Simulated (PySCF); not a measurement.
Ho(SH)3 relaxed at several levels

Computed with PySCF 2.14.0, def2-SVP on the ligands, density fitting, scalar-relativistic core potentials, no spin-orbit coupling, vacuum. Each row is relaxed at its own level from the same template. Distances are means of the shortest metal–ligand contacts, charges and spins Mulliken's; removal energies are rigid, with the ligand's formal charge and no counterpoise, so too large; for an anion taken off a cation in vacuum most of it is the attraction of opposite charges, and multiply charged cations can part far more cheaply with an electron moved from ligand to metal. lcecp potentials hold a fixed number of 4f electrons in the core, out of states, spins and gaps.

| level | basis on the metal | point group | M–SH (Å) | charge on M (e) | dipole (D) | removal of one SH (eV) | strongest infrared band, degenerate modes summed (cm⁻¹) | unstable modes (below −25 cm⁻¹) |
| --- | --- | --- | --- | --- | --- | --- | --- | --- |
| BP86 | lcecp-1-SVP with ECP56 | C3, nearly C3h | 2.575 | 0.66 | 0.61 | 9.14 | 306 | 0 |

Question: What does the calculation give for PBE0, lcecp-1-SVP with ECP56?

Answer: point group: C3h, M–SH (Å): 2.564, charge on M (e): 0.82, dipole (D): 0.03, removal of one SH (eV): 9.21, strongest infrared band, degenerate modes summed (cm⁻¹): 316, unstable modes (below −25 cm⁻¹): 0.
```xyz
7

Ho    0.0000    0.0000    0.9128
S     2.5299    0.4175    0.9216
H     2.8470   -0.9001    0.9361
S    -1.6265    1.9822    0.9216
H    -0.6441    2.9156    0.9361
S    -0.9034   -2.3997    0.9216
H    -2.2030   -2.0156    0.9361
```

Moved off a saddle point of the template and relaxed again: BP86, PBE0. One start shape was tried for each, so a minimum needn't be the lowest isomer.
